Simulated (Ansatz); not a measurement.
Start from `F[SiH2]C#[C][GeH3]` and change one atom or group to get `O[SiH2]C#[C][GeH3]`.

Ansatz, PBE0-D4/def2-TZVP geometries, multiplicity 1. Each molecule was computed in one conformer, which needn't be the lowest.

Scalar relativity is left out up to krypton.

```tsv
property	`F[SiH2]C#[C][GeH3]`
LUMO energy (ωB97M-V/def2-TZVPP) / eV	0.89
size of the dipole moment (B3LYP/def2-TZVPP) / D	1.90
HOMO–LUMO gap (PBE0/def2-TZVPP) / eV	7.24
HOMO energy (B3LYP/def2-TZVPP) / eV	-8.05
size of the dipole moment (ωB97M-V/def2-TZVPP) / D	1.87
LUMO energy (PBE/def2-TZVPP) / eV	-1.94
```

Q: Give the same properties after the change, and the shifts. (An estimate is asked.)

A: Ansatz gave: 
```
                                          property  `O[SiH2]C#[C][GeH3]`  shift
             LUMO energy (ωB97M-V/def2-TZVPP) / eV                  1.09   0.20
  size of the dipole moment (B3LYP/def2-TZVPP) / D                  1.74  -0.16
              HOMO–LUMO gap (PBE0/def2-TZVPP) / eV                  7.26   0.02
               HOMO energy (B3LYP/def2-TZVPP) / eV                 -7.84   0.21
size of the dipole moment (ωB97M-V/def2-TZVPP) / D                  1.76  -0.11
                 LUMO energy (PBE/def2-TZVPP) / eV                 -1.69   0.25
```

Dipoles are sizes alone; their direction can turn.

B3LYP here is the variant with VWN-RPA as its local correlation; programs differ in this.
